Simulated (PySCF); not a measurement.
SMILES C=Cc1ccc(OC)cc1 (C9H10O), singlet at its GFN2-xTB optimised geometry (Å):

```
20

C     -2.6165    -2.5949    -0.0006
C     -1.3007    -2.4150     0.0012
C     -0.5916    -1.1432     0.0000
C     -1.2384     0.0962    -0.0008
C     -0.5225     1.2702    -0.0013
C      0.8745     1.2548    -0.0004
O      1.4826     2.4735    -0.0004
C      2.8879     2.5239     0.0147
C      1.5329     0.0303     0.0000
C      0.8019    -1.1432     0.0000
H     -3.0460    -3.5821     0.0012
H     -3.3175    -1.7780    -0.0030
H     -0.6559    -3.2861     0.0040
H     -2.3161     0.1415    -0.0005
H     -1.0207     2.2271    -0.0019
H      3.2979     2.0498     0.9125
H      3.1451     3.5821     0.0181
H      3.3175     2.0515    -0.8744
H      2.6106    -0.0229     0.0002
H      1.3306    -2.0863     0.0001
```

Method: PBE/def2-SVP (PySCF).

Map of the log10 of the electron density (e/bohr³), floored at −4 on the plane z = 1.2 Å:

```
|                               |
|                               |
|                               |
|                      ..       |
|                     ::::.     |
|                  ..:-==-:.    |
|                .--=-=++=-.    |
|           .::::-=++++**+=:    |
|          .:----=+****###+-.   |
|          :-=+==+**#*#%@%*=:   |
|         .-=+**++****#%@@#=:   |
|         :-=**#*****+*#%#*=.   |
|        :-=+*######*+++**=-.   |
|       .-=+**##**##*++===-.    |
|      .:=++*##*++*##*+=-:.     |
|      .:=+**##*++*##**+-:      |
|      .:-=+*##****##*+=-:      |
|     .:--==+*##**##*+=-:.      |
|    .:-====+*#####**=-:.       |
|    .-=++++********+=-.        |
|    :-+*****#**+++++=:         |
|    :-+*#####*+=====-.         |
|    .-+*####**+=----:.         |
|    .-=+*****++=:::..          |
|    .:=++++====-:.             |
|     :-===-----:.              |
|     .::-::.....               |
|       ..                      |
|                               |
|                               |
|                               |
```
Scale: ten equal steps from -4.00 (start of ' ') to -0.936 (end of '@'), in the order ' .:-=+*#%@'; x runs from -6.00 to 6.00, y from -6.00 (bottom) to 6.00 (top).
